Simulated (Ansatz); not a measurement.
The molecule Cl₂+, multiplicity 2 (lowest of 2S+1 = 2, 4 at CCSD(T)/def2-TZVPP on PBE0 minima; our sources give no spin for the ground state, which may be another).

Seven points along R, fitted to fifth degree in 1/R; most abundant isotopes. Runs in def2 and cc sets follow the lowest solution found near the PBE0 minimum.

Correlated levels freeze the cores. CBS(a, b) extrapolates the correlation energy as X⁻³ and adds the Hartree–Fock energy of set b.

Run with Ansatz (Gaussian orbitals). Values without a source in brackets are computed.

**Question.** What bond length and harmonic frequency does SVWN5/def2-TZVPP give?

**Answer.** r_e = 1.894 Å, ω_e = 648 cm⁻¹.

**Question.** What bond length and harmonic frequency does CCSD(T)/def2-QZVPP give?

**Answer.** r_e = 1.898 Å, ω_e = 647 cm⁻¹.

**Question.** What bond length and harmonic frequency does CCSD(T)/CBS(aug-cc-pV(T+d)Z, aug-cc-pV(Q+d)Z) give?

**Answer.** r_e = 1.892 Å, ω_e = 654 cm⁻¹.

Measured for the ground state: r_e 1.8914 Å, ω_e 645.61 cm-1, ω_e x_e 3.015 cm-1, B_e 0.2695 cm-1, α_e 0.00164 cm-1 [Irikura, J. Phys. Chem. Ref. Data 36, 389 (2007)].

Doubts at one or more of the structures used: other coupled-cluster roots lie near (CCSD(T)/def2-QZVPP, CCSD(T)/CBS(aug-cc-pV(T+d)Z, aug-cc-pV(Q+d)Z)).

Ansatz is a program for electronic structure.
